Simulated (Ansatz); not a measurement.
`[Cl][Sn]([Cl])([I])[I]`. The species carries charge 0 and has multiplicity 1. Sn, I takes the def2 core potential. Geometry: relaxed with PBE0-D4/def2-TZVP.

```xyz
5

Cl   -1.294    1.934    0.024
Sn   -0.016    0.017   -0.029
Cl    0.088   -0.647   -2.234
I     2.423    0.564    0.839
I    -1.201   -1.868    1.400
```

**Question.** What is the dipole moment at ωB97M-V/def2-TZVPP? (Estimate.)

**Answer.** The calculation gave: 1.41 D, with components (0.60, -0.64, 1.10) D in this frame, pointing from negative to positive charge.

**Question.** And with PBE, r2SCAN, B3LYP? (Estimate.)

**Answer.** Computed: PBE 1.40 D, r2SCAN 1.43 D, B3LYP 1.46 D.

**Question.** Give the Mulliken charges with ωB97M-V, r2SCAN, B3LYP in def2-TZVPP. (An estimate is asked.)

**Answer.** Computed: 
```tsv
atom	ωB97M-V	r2SCAN	B3LYP
Cl1	-0.27	-0.31	-0.30
Sn2	0.79	0.95	0.93
Cl3	-0.27	-0.31	-0.30
I4	-0.12	-0.17	-0.16
I5	-0.12	-0.17	-0.16
```

B3LYP here is the variant with VWN-RPA as its local correlation; programs differ in this.
